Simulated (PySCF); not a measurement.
Work out the structure from these simulated measurements.

Elements present: C, H and Si. Monoisotopic mass: 140.1021 u.

* Dipole: 0.38 D [CAM-B3LYP/def2-SVPD]
* Rotational structure: rotational constants A, B, C: 2.230, 1.043, 0.876 GHz [PBE0-D3(BJ)/def2-SVP]
* NMR, other nuclei: isotropic shieldings of nuclei other than C and H, by class: 381 (1 Si) ppm [GIAO PBE0/pcSseg-1]
* Polarisability: 118.5 au [CAM-B3LYP/def2-SVPD]
* UV, strongest line: among the 10 lowest singlet transitions: S2 at 6.90 eV (180 nm, f = 0.219) [TDDFT CAM-B3LYP/def2-SVPD]
* 13C NMR: chemical shifts (computed TMS as zero) by class: 144.2 (1 C), 141.3 (1 C), 44.8 (1 C), 32.8 (1 C), 30.5 (3 C), 14.7 (1 C) ppm [GIAO PBE0/pcSseg-1]
* 1H NMR: chemical shifts (computed TMS as zero) by class: 6.15 (1 H), 6.12 (1 H), 4.44 (1 H), 4.20 (1 H), 1.93 (1 H), 1.63 (1 H), 1.62 (1 H), 0.96 (9 H) ppm [GIAO PBE0/pcSseg-1]
* Valence photoelectron: vertical ionisation energy: 8.98 eV [ΔSCF CAM-B3LYP/def2-SVPD]
* UV, first state: lowest singlet excitation: 6.72 eV (185 nm, f = 0.007) [TDDFT CAM-B3LYP/def2-SVPD]
* Triplet: lowest triplet excitation (Tamm–Dancoff): 4.28 eV [TDA CAM-B3LYP/def2-SVPD]

Gas-phase values; electronic properties from PySCF, density fitting. Levels stand in brackets. Geometry: PBE0-D3(BJ)/def2-SVP; no solvent, vibrations or thermal averaging. NMR classes are plain means over equivalent atoms (diastereotopic ones count apart unless rotation or inversion swaps them), as if these changed places fast.

**Question.** Which formula fits the mass and the elements?

**Answer.** C8H16Si (calculated 140.1021). No other formula that holds each of these elements comes within 0.0003 u with a fitting electron parity and a possible valence count.

**Question.** Propose a structure and show how it fits.

**Answer.** Numbering: `[CH3:1][C:2]([CH3:3])([CH3:4])[C@H:5]1[CH:6]=[CH:7][CH2:8][SiH2:9]1`. Its formula, C8H16Si, gives 2 degrees of unsaturation: 1 ring and 1 π bond in the structure found. 8 carbons fall into 6 classes; from least to most shielded: alkene CH carbon [C6] (144.2 ppm), alkene CH carbon [C7] (141.3 ppm), ring sp3 carbon bound to silicon [C5] (44.8 ppm), quaternary sp3 carbon [C2] (32.8 ppm), methyl carbon [C1/C3/C4] (30.5 ppm, 3 C, up to 8.2 ppm apart in this geometry), ring sp3 carbon bound to silicon [C8] (14.7 ppm). Hydrogen classes from least to most shielded: 1 H on an alkene CH carbon, C6 (6.15 ppm), 1 H on an alkene CH carbon, C7 (6.12 ppm), 1 H on an SiH2 silicon, Si9 (4.44 ppm), 1 H on an SiH2 silicon, Si9 (4.20 ppm), 1 H on an sp3 carbon bound to silicon, C5 (1.93 ppm), 1 H on an sp3 carbon bound to silicon, C8 (1.63 ppm), 1 H on an sp3 carbon bound to silicon, C8 (1.62 ppm), 9 H on 3 methyl carbons, C1/C3/C4 (0.96 ppm, a mean of values up to 0.9 ppm apart in this geometry). The other shieldings belong to: 381 ppm, SiH2 silicon [Si9]. The first electron is taken from the HOMO, whose largest Löwdin shares are 0.31 on each of 2 atoms of one kind (alkene CH carbon) and 0.08 on each of 2 atoms of one kind (sp3 carbon bound to silicon). The optimised geometry has point group C1 and is an asymmetric top. Structure: `CC(C)(C)[C@@H]1[SiH2]CC=C1`. Computed isomers that give other values at the same levels: `CC[C@@H]1C[C@H](C2CC2)[SiH2]1` (rotational constant A: 2.888 GHz; this holds for the one conformer computed); `CC[C@@H]1C[C@@H](C2CC2)[SiH2]1` (rotational constant A: 2.676 GHz; this holds for the one conformer computed); `C1CC[Si]2(C1)CCCC2` (rotational constant A: 2.838 GHz; this holds for the one conformer computed). The assignments are read from this structure; whether some other isomer fits the data as well wasn't checked. The mirror image fits equally.
